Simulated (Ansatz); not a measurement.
C$_{3}$H$_{8}$BGa (`B[C](=C)[GaH][CH3]`). Charge 0, multiplicity 1. The geometry is a stationary point of PBE0-D4/def2-TZVP. It is one conformer, not always the lowest.

```xyz
13

B     0.187   -1.648    0.191
C    -0.993   -0.779    0.360
C    -2.275   -0.593    0.651
Ga   -0.050    0.967   -0.121
C     1.832    1.186   -0.629
H     0.479   -2.067   -0.897
H     0.970   -1.788    1.091
H    -2.752    0.384    0.633
H    -2.915   -1.429    0.926
H    -1.097    2.134   -0.020
H     2.045    0.600   -1.528
H     2.481    0.803    0.163
H     2.086    2.229   -0.821
```

Task: What is the dipole moment at B3LYP/def2-TZVPP? (Estimate.)

Result: Computed: 1.01 D, with components (0.15, 0.99, -0.18) D in this frame, pointing from negative to positive charge.

Task: And with PBE, r2SCAN, ωB97M-V? (Estimate.)

Result: Ansatz gave: PBE 1.13 D, r2SCAN 1.06 D, ωB97M-V 1.04 D.

Task: Give the Mulliken charges with B3LYP, r2SCAN, ωB97M-V in def2-TZVPP. (Estimate.)

Result: The calculation gave: 
```
atom  B3LYP  r2SCAN  ωB97M-V
  B1  -0.15   -0.10    -0.27
  C2  -0.04   -0.10    -0.09
  C3  -0.21   -0.14    -0.20
 Ga4   0.28    0.29     0.29
  C5  -0.38   -0.30    -0.46
  H6   0.02    0.00     0.08
  H7   0.02    0.00     0.08
  H8   0.11    0.09     0.11
  H9   0.10    0.08     0.11
 H10  -0.06   -0.06    -0.02
 H11   0.10    0.08     0.12
 H12   0.10    0.08     0.12
 H13   0.11    0.08     0.13
```

B3LYP here is the variant with VWN-RPA as its local correlation; programs differ in this.
